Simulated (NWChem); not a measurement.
A series in which one site is exchanged, each optimised at PBE0/def2-SVP with NWChem, gas phase unless a solvent is named. For some, no frequency run checked for a minimum. def2 effective core potentials on I; no spin-orbit coupling.

A: [Cl][Be][I] (BeICl; site = I)
B: [Be]([Cl])[Cl] (BeCl2; site = Cl)
C: [F][Be][Cl] (BeClF; site = F)
D: [Cl][BeH] (BeHCl; site = H)

Values for A:

```
Quantity                                       Result
---------------------------------------------  ------
dipole (D), PBE0/def2-SVP                        0.39
orbital gap (eV), PBE0/def2-SVP                  7.58
static polarisability, PBE0/def2-SVPD (bohr³)    63.1
```

Q: How do these values change for the other members?

A: 
```tsv
change from A	B	C	D
dipole (D), PBE0/def2-SVP	-0.39	-0.15	+0.09
orbital gap (eV), PBE0/def2-SVP	+1.56	+1.66	+1.51
static polarisability, PBE0/def2-SVPD (bohr³)	-22.1	-36.4	-32.6
```
